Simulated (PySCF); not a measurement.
Cl6Si2, charge -1, doublet, at a GFN2-xTB geometry (a state made from the parent by changing its charge; the spin is typed, not shown lowest); MP2/3-21G (PySCF).

Input for PySCF:
```python
from pyscf import gto, scf, mp

mol = gto.Mole()
mol.atom = '''
    Cl    2.098559   -0.244712   -1.479515
    Si    1.101280    0.216462    0.300908
    Cl    2.631995    1.524427    1.120742
    Cl    1.515493   -1.437916    1.512771
    Si   -1.101280   -0.216462   -0.300908
    Cl   -1.515493    1.437916   -1.512771
    Cl   -2.631995   -1.524427   -1.120742
    Cl   -2.098559    0.244712    1.479515
'''
mol.basis = '3-21g'
mol.charge = -1
mol.spin = 1
mol.verbose = 4
mol.build()

mf = scf.UHF(mol)
mf.kernel()

pt = mp.MP2(mf, frozen=40)
pt.kernel()
print('E(MP2) = %.10f' % pt.e_tot)
mf.analyze()
```

Question: Write the output that PySCF gives for this input, abridged.

Answer: 
```
PySCF version 2.14.0

[INPUT] verbose = 4
[INPUT] num. atoms = 8
[INPUT] num. electrons = 131
[INPUT] charge = -1
[INPUT] spin (= nelec alpha-beta = 2S) = 1
[INPUT] symmetry False subgroup None
[INPUT] Mole.unit = angstrom
[INPUT] Symbol           X                Y                Z      unit          X                Y                Z       unit  Magmom
[...]
nuclear repulsion = 1176.11791556061
number of shells = 56
number of NR pGTOs = 216
number of NR cGTOs = 104
basis = 3-21g
ecp = {}

******** <class 'pyscf.scf.uhf.UHF'> ********
method = UHF
initial guess = minao
damping factor = 0
level_shift factor = 0
DIIS = <class 'pyscf.scf.diis.CDIIS'>
diis_start_cycle = 1
diis_space = 8
diis_damp = 0
SCF conv_tol = 1e-09
SCF conv_tol_grad = None
SCF max_cycles = 50
direct_scf = True
direct_scf_tol = 1e-13
number electrons alpha = 66  beta = 65
Set gradient conv threshold to 3.16228e-05
init E= -3317.58493187227

cycle= 1 E= -3318.75029244858  delta_E= -1.17  |g|= 0.408  |ddm|= 2.82
cycle= 2 E= -3318.86390401735  delta_E= -0.114  |g|= 0.192  |ddm|= 1.44
cycle= 3 E= -3318.88999290511  delta_E= -0.0261  |g|= 0.026  |ddm|= 0.463
cycle= 4 E= -3318.89159730733  delta_E= -0.0016  |g|= 0.00786  |ddm|= 0.154
cycle= 5 E= -3318.8917725804  delta_E= -0.000175  |g|= 0.00269  |ddm|= 0.0594
cycle= 6 E= -3318.89179207008  delta_E= -1.95e-05  |g|= 0.00104  |ddm|= 0.0218
cycle= 7 E= -3318.89179494854  delta_E= -2.88e-06  |g|= 0.000419  |ddm|= 0.00842
cycle= 8 E= -3318.89179543211  delta_E= -4.84e-07  |g|= 0.000136  |ddm|= 0.00359
cycle= 9 E= -3318.89179547997  delta_E= -4.79e-08  |g|= 3.99e-05  |ddm|= 0.000742
cycle= 10 E= -3318.89179548416  delta_E= -4.19e-09  |g|= 8.58e-06  |ddm|= 0.000276
cycle= 11 E= -3318.89179548437  delta_E= -2.13e-10  |g|= 2.33e-06  |ddm|= 0.000101
Extra cycle  E= -3318.89179548438  delta_E= -1.36e-11  |g|= 1.24e-06  |ddm|= 1.68e-05
converged SCF energy = -3318.89179548438  <S^2> = 0.77746024  2S+1 = 2.0272743

******** <class 'pyscf.mp.ump2.UMP2'> ********
nocc = (np.int64(26), np.int64(25)), nmo = (64, 64)
frozen orbitals 40
E(UMP2) = -3319.24849902517  E_corr = -0.356703540786193
E(SCS-UMP2) = -3319.24209969133  E_corr = -0.350304206950745
E_corr(same-spin) = -0.0897000484531
E_corr(oppo-spin) = -0.267003492333093
E(MP2) = -3319.2484990252
**** SCF Summaries ****
Total Energy =                       -3318.891795484382328
Nuclear Repulsion Energy =            1176.117915560613710
One-electron Energy =                -6960.224814158304071
Two-electron Energy =                 2465.215103113308032
Two-electron Coulomb Energy =         2671.582564532594461
DFT Exchange-Correlation Energy =     -206.367461419286428
**** MO energy ****
                             alpha | beta                alpha | beta
[...]
To work with the spin densities directly, `use mulliken_meta_spin()` only printing them here.

 ** Mulliken spin pop alpha/beta on meta-lowdin orthogonal AOs **
 ** Mulliken Spin Density (per AO)  **
spin_pop of  0 Cl 1s       -0.00000
spin_pop of  0 Cl 2s       -0.00000
spin_pop of  0 Cl 3s        0.00015
spin_pop of  0 Cl 4s        0.00033
spin_pop of  0 Cl 2px       0.00000
spin_pop of  0 Cl 2py       0.00000
spin_pop of  0 Cl 2pz      -0.00000
spin_pop of  0 Cl 3px      -0.00745
spin_pop of  0 Cl 3py       0.00842
spin_pop of  0 Cl 3pz      -0.00707
spin_pop of  0 Cl 4px      -0.00019
spin_pop of  0 Cl 4py       0.00027
spin_pop of  0 Cl 4pz       0.00015
spin_pop of  1 Si 1s        0.00000
spin_pop of  1 Si 2s        0.00001
spin_pop of  1 Si 3s        0.17954
spin_pop of  1 Si 4s        0.00171
spin_pop of  1 Si 2px      -0.00000
spin_pop of  1 Si 2py      -0.00000
spin_pop of  1 Si 2pz      -0.00001
spin_pop of  1 Si 3px       0.03046
spin_pop of  1 Si 3py       0.15485
spin_pop of  1 Si 3pz       0.01861
spin_pop of  1 Si 4px      -0.00074
spin_pop of  1 Si 4py       0.00114
spin_pop of  1 Si 4pz       0.00035
spin_pop of  2 Cl 1s        0.00000
spin_pop of  2 Cl 2s        0.00000
spin_pop of  2 Cl 3s        0.00599
spin_pop of  2 Cl 4s        0.00025
spin_pop of  2 Cl 2px       0.00000
spin_pop of  2 Cl 2py       0.00000
spin_pop of  2 Cl 2pz       0.00000
spin_pop of  2 Cl 3px       0.10230
spin_pop of  2 Cl 3py       0.00618
spin_pop of  2 Cl 3pz       0.00902
spin_pop of  2 Cl 4px       0.00134
spin_pop of  2 Cl 4py      -0.00024
spin_pop of  2 Cl 4pz       0.00000
spin_pop of  3 Cl 1s       -0.00000
spin_pop of  3 Cl 2s       -0.00000
spin_pop of  3 Cl 3s        0.00015
spin_pop of  3 Cl 4s        0.00033
spin_pop of  3 Cl 2px       0.00000
spin_pop of  3 Cl 2py       0.00000
spin_pop of  3 Cl 2pz       0.00000
spin_pop of  3 Cl 3px      -0.00308
spin_pop of  3 Cl 3py       0.00104
spin_pop of  3 Cl 3pz      -0.00406
spin_pop of  3 Cl 4px       0.00009
spin_pop of  3 Cl 4py      -0.00004
spin_pop of  3 Cl 4pz       0.00017
spin_pop of  4 Si 1s        0.00000
spin_pop of  4 Si 2s        0.00001
spin_pop of  4 Si 3s        0.17954
spin_pop of  4 Si 4s        0.00171
spin_pop of  4 Si 2px      -0.00000
spin_pop of  4 Si 2py      -0.00000
spin_pop of  4 Si 2pz      -0.00001
spin_pop of  4 Si 3px       0.03046
spin_pop of  4 Si 3py       0.15485
spin_pop of  4 Si 3pz       0.01861
spin_pop of  4 Si 4px      -0.00074
spin_pop of  4 Si 4py       0.00114
spin_pop of  4 Si 4pz       0.00035
spin_pop of  5 Cl 1s       -0.00000
spin_pop of  5 Cl 2s       -0.00000
spin_pop of  5 Cl 3s        0.00015
spin_pop of  5 Cl 4s        0.00033
spin_pop of  5 Cl 2px       0.00000
spin_pop of  5 Cl 2py       0.00000
spin_pop of  5 Cl 2pz       0.00000
spin_pop of  5 Cl 3px      -0.00308
spin_pop of  5 Cl 3py       0.00104
spin_pop of  5 Cl 3pz      -0.00406
spin_pop of  5 Cl 4px       0.00009
spin_pop of  5 Cl 4py      -0.00004
spin_pop of  5 Cl 4pz       0.00017
spin_pop of  6 Cl 1s        0.00000
spin_pop of  6 Cl 2s        0.00000
spin_pop of  6 Cl 3s        0.00599
spin_pop of  6 Cl 4s        0.00025
spin_pop of  6 Cl 2px       0.00000
spin_pop of  6 Cl 2py       0.00000
spin_pop of  6 Cl 2pz       0.00000
spin_pop of  6 Cl 3px       0.10230
spin_pop of  6 Cl 3py       0.00618
spin_pop of  6 Cl 3pz       0.00902
spin_pop of  6 Cl 4px       0.00134
spin_pop of  6 Cl 4py      -0.00024
spin_pop of  6 Cl 4pz       0.00000
spin_pop of  7 Cl 1s       -0.00000
spin_pop of  7 Cl 2s       -0.00000
spin_pop of  7 Cl 3s        0.00015
spin_pop of  7 Cl 4s        0.00033
spin_pop of  7 Cl 2px       0.00000
spin_pop of  7 Cl 2py       0.00000
spin_pop of  7 Cl 2pz      -0.00000
spin_pop of  7 Cl 3px      -0.00745
spin_pop of  7 Cl 3py       0.00842
spin_pop of  7 Cl 3pz      -0.00707
spin_pop of  7 Cl 4px      -0.00019
spin_pop of  7 Cl 4py       0.00027
spin_pop of  7 Cl 4pz       0.00015
 ** Mulliken Spin Density (per atom)  **
spin density of  0 Cl =     -0.00539
spin density of  1 Si =      0.38593
spin density of  2 Cl =      0.12485
spin density of  3 Cl =     -0.00539
spin density of  4 Si =      0.38593
spin density of  5 Cl =     -0.00539
spin density of  6 Cl =      0.12485
spin density of  7 Cl =     -0.00539
 ** Mulliken pop alpha/beta on meta-lowdin orthogonal AOs **
 ** Mulliken pop       alpha | beta **
In total            66.00000 | 65.00000
 ** Mulliken atomic charges   ( Nelec_alpha | Nelec_beta ) **
charge of  0Cl =     -0.36272  (     8.67866      8.68405 )
charge of  1Si =      0.62034  (     6.88279      6.49687 )
charge of  2Cl =     -0.39490  (     8.75988      8.63502 )
charge of  3Cl =     -0.36272  (     8.67866      8.68405 )
charge of  4Si =      0.62034  (     6.88279      6.49687 )
charge of  5Cl =     -0.36272  (     8.67866      8.68405 )
charge of  6Cl =     -0.39490  (     8.75988      8.63502 )
charge of  7Cl =     -0.36272  (     8.67866      8.68405 )

WARN: System has nonzero charge -1; the dipole moment is origin-dependent.
Location of origin: [0. 0. 0.]

Dipole moment(X, Y, Z, Debye): -0.00000,  0.00000,  0.00000
```
